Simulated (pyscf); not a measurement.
## `[BH2][NH2]`, singlet

Gas-phase minimum from PySCF at ωB97X-D3(BJ)/def2-SVP, one conformer. 

```
B
N 1 1.3929
H 2 1.0128 1 123.21
H 2 1.0128 3 113.66 1 179.96
H 1 1.2111 2 119.06 3 179.98
H 1 1.2111 5 121.84 2 -180.00
```
Charge 0, spin multiplicity 1.

Properties at ωB97X-D3(BJ)/def2-SVP:

| Property | Result |
|---|---|
| Harmonic wavenumbers, unscaled | 620, 737, 856, 1019, 1125, 1153, 1373, 1616, 2573, 2662, 3632, 3734 cm⁻¹ |
| Zero-point energy | 30.2 kcal/mol |
| Rotational symmetry number | 2 |
| Entropy of this conformer at 298 K and 1 atm, rigid rotor and harmonic oscillator, modes under 100 cm⁻¹ raised to 100 | 228.3 J/(mol K) |
| Dipole moment | 2.15 D |

Single-point totals, which compare only within one level (frozen core for MP2 and CC):

| level | total energy (hartree) |
|---|---|
| ωB97X-D3(BJ)/def2-TZVP | -82.11284 |
| PBE/def2-TZVP | -81.94963 |
| r²SCAN/def2-TZVP | -82.01466 |
| B3LYP-D3(BJ)/def2-TZVP | -82.08488 |
| PBE0-D3(BJ)/def2-TZVP | -81.96450 |
| M06-2X/def2-TZVP | -82.02956 |
| ωB97M-D3(BJ)/def2-TZVP | -82.09137 |
| HF/def2-TZVPP | -81.52885 |
| MP2/def2-TZVPP | -81.85584 |
| CCSD/def2-TZVPP | -81.87904 |
| CCSD(T)/def2-TZVPP | -81.89119 |

The CCSD(T) − MP2 part came from Ansatz, without density fitting, on the same reference.
